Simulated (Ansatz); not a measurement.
`N[SiH2][O][GeH2][NH2]`, charge 0, multiplicity 1.

Q: Give a relaxed structure at PBE0-D4/def2-TZVP (Ansatz). (Best estimate.)

A: Ansatz gave: 
Z-matrix (Å, degrees):
```
Si
O 1 1.629
N 1 1.723 2 110.8
H 1 1.489 2 112.4 3 116.4
H 1 1.486 2 105.6 3 -123.7
Ge 2 1.791 1 128.1 3 -34.0
H 3 1.007 1 118.8 2 141.2
H 3 1.008 1 120.9 2 -75.9
N 6 1.823 2 113.4 1 -35.5
H 6 1.534 2 107.0 1 84.0
H 6 1.532 2 105.0 1 -154.2
H 9 1.010 6 115.4 2 -67.2
H 9 1.011 6 113.7 2 60.5
```
This is one stationary point; other conformers may exist.
